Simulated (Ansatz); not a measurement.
Basis sets compared for the cluster B₆H₂ (the lowest singlet isomer of a short search). Total charge 0; singlet. Geometry PBE0-D4/def2-SVP. Ansatz on 4 threads of Arm Neoverse V2 on a shared host; times are rough, and most runs start from earlier orbitals.

```xyz
8

B     0.2624    0.0570   -2.1229
B    -0.1034   -0.6162   -0.6163
B    -0.2626   -0.0570    2.1229
B    -0.3976   -1.0521    0.8560
B     0.3973    1.0521   -0.8560
B     0.1039    0.6161    0.6164
H     0.3190   -0.2206   -3.2835
H    -0.3191    0.2206    3.2835
```

The restricted singlet is unstable towards broken spin symmetry in Hartree–Fock (as tested in another run); at PBE-D4/def2-SVP, PBE-D4/def2-TZVP, PBE-D4/def2-TZVPD, r2SCAN-D4/def2-TZVP and others this wasn't settled. The structure comes from a short search, and lower isomers may exist.

Binding counts from free atoms (B doublet, H doublet) in the same basis, without a counterpoise term.

```
                         level  functions  energy (Eh)  HOMO (eV)  LUMO (eV)  binding per atom (eV)  wall time
               PBE-D4/def2-SVP         94    -149.7728      -6.24      -5.38                   4.38      0.6 s
PBE-D4/def2-TZVP (with forces)        198    -149.9295      -6.24      -5.38                   4.32      1.7 s
           r2SCAN-D4/def2-TZVP        198    -150.0684      -6.39      -5.21                   4.25      2.7 s
              PBE0-D4/def2-SVP         94    -149.8020      -7.20      -4.56                   4.30     0.71 s
             PBE0-D4/def2-TZVP        198    -149.9565      -7.16      -4.53                   4.23      1.8 s
```

(1) Estimate the rows for PBE-D4/def2-TZVPD, r2SCAN-D4/def2-TZVPD, PBE0-D4/def2-TZVPD.

## Answers

(1) 
```csv
level,functions,energy (Eh),HOMO (eV),LUMO (eV),binding per atom (eV),wall time
PBE-D4/def2-TZVPD,240,-149.9299,-6.25,-5.38,4.32,2.3 s
r2SCAN-D4/def2-TZVPD,240,-150.0686,-6.40,-5.22,4.24,4.5 s
PBE0-D4/def2-TZVPD,240,-149.9568,-7.17,-4.53,4.23,2.8 s
```
